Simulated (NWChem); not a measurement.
C₂H₇BSe; SMILES CB(C)[SeH]

```xyz
11

B     -0.0052    -0.8979     0.0209
C      1.3756    -1.6561    -0.0623
H      1.3604    -2.3946    -0.8764
H      1.5202    -2.2368     0.8614
H      2.2590    -1.0226    -0.1943
C     -1.3744    -1.6776     0.0170
H     -1.5833    -2.0045    -1.0138
H     -2.2422    -1.1024     0.3548
H     -1.3127    -2.5971     0.6146
Se     0.0802     1.0553     0.0970
H     -1.3748     1.3188     0.1981
```
Atoms are numbered in this order, from 1.

Program: NWChem. Pople sets run with spherical d functions. Geometry: optimised at B3LYP/6-31G* (spherical d). GIAO values for the isolated, static molecule; σ is the absolute isotropic shielding, δ = σ(reference) − σ with the isolated reference molecule computed at the same levels (11B: boron trifluoride, 13C: tetramethylsilane, 1H: tetramethylsilane). Spin-orbit effects, on the heavy nuclei and on their neighbours, are missing.

For level B3LYP/6-31G*:

```yaml
"δ B1 (ppm)": 69.3
"δ C6 (ppm)": 16.1
"σ Se10 (ppm)": 1739.6
"δ H11 (ppm)": 2.88
```

### Question
How do the values read with level B3LYP/6-311G** instead?

### Answer
- δ B1 (ppm) = 76.4
- δ C6 (ppm) = 17.5
- σ Se10 (ppm) = 1595.7
- δ H11 (ppm) = 3.17
